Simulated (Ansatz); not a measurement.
Consider the cleavage of the Si–B bond: `F[SiH2]B[SiH3]` + `NC(O)(O)F` → `NC(O)(F)O[SiH3]` + `B[SiH2]F`.

Gas-phase electronic energies from Ansatz, PBE0-D4/def2-TZVP geometries. CCSD(T)/CBS is the MP2 limit (def2-TZVPP, def2-QZVPP) plus CCSD(T) − MP2 in def2-TZVPP, frozen cores. Functionals use def2-TZVPP. B3LYP here is the variant with VWN-RPA as its local correlation; programs differ in this. Each species was taken in one conformer, which may not be the lowest.

```csv
level,ΔE (kJ/mol)
PBE-D4,-64.5
B3LYP-D4,-88.8
ωB97X-V,-88.3
r2SCAN,-81.0
SCS-MP2/def2-TZVPP,-101.3
CCSD/def2-TZVPP,-91.4
MP2/def2-QZVPP,-98.9
CCSD/CBS(def2),-92.1
```

**Question.** What does CCSD(T)/CBS give? (Estimate.)

**Answer.** The calculation gave: -89.7 kJ/mol. The listed levels differ from it by 25.2, 0.9, 1.4, 8.7, -11.6, -1.7, -9.2, -2.4 kJ/mol.

Largest T1 diagnostic among the species: 0.013.

From PBE to PBE0 (25 % exact exchange), in def2-TZVPP and without D4, ΔE moves by −7.8 kJ/mol. In def2-TZVPP, CCSD(T) changes the Hartree–Fock value by +21.1 kJ/mol (the triples alone add +2.4 kJ/mol) and MP2 by +12.3 kJ/mol.
